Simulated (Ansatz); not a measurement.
This geometry of ClF3H3NZr (9 atoms, charge 0, multiplicity 1) is a first-order saddle point.

Level of theory: Ansatz 0.2.0, RKS PBE/def2-SVP.

```xyz
9
Properties=species:S:1:pos:R:3
Zr -0.208 0.311 0.061
Cl 0.230 0.954 2.377
F 1.342 -0.769 -0.220
F -0.109 2.038 -0.747
F -1.354 -0.542 -1.260
N -2.177 -0.422 1.228
H -2.577 -1.267 0.793
H -2.917 0.296 1.191
H -2.003 -0.599 2.229
```

Q: Which two structures does it join? (They come from a converged band through this point; their orientation in space is the band's.)

A: No bond is made or broken.

First end point:

```xyz
9
Properties=species:S:1:pos:R:3
Zr -0.054 0.019 0.169
Cl 0.542 -0.224 2.477
F 1.685 0.053 -0.637
F -0.689 1.739 -0.411
F -0.773 -1.519 -0.734
N -2.352 -0.013 1.090
H -2.905 -0.798 0.716
H -2.869 0.849 0.865
H -2.357 -0.106 2.116
```

Last end point:

```xyz
9
Properties=species:S:1:pos:R:3
Zr -0.202 0.457 0.097
Cl -0.095 1.665 2.162
F 0.356 -1.382 0.115
F 1.287 1.224 -0.836
F -1.601 0.922 -1.138
N -2.145 -0.595 1.183
H -2.545 -1.358 0.616
H -2.912 0.072 1.352
H -1.915 -1.005 2.100
```

Q: How far does it lie above each of them?

A: 0.216 eV above the first and 0.224 eV above the second. This is the barrier of this one path; another mechanism may lie lower.

Time of the run: 83 s on 4 threads of INTEL(R) XEON(R) PLATINUM 8581C CPU @ 2.10GHz (Emerald Rapids), with other jobs on the host, peak memory 0.19 GiB.
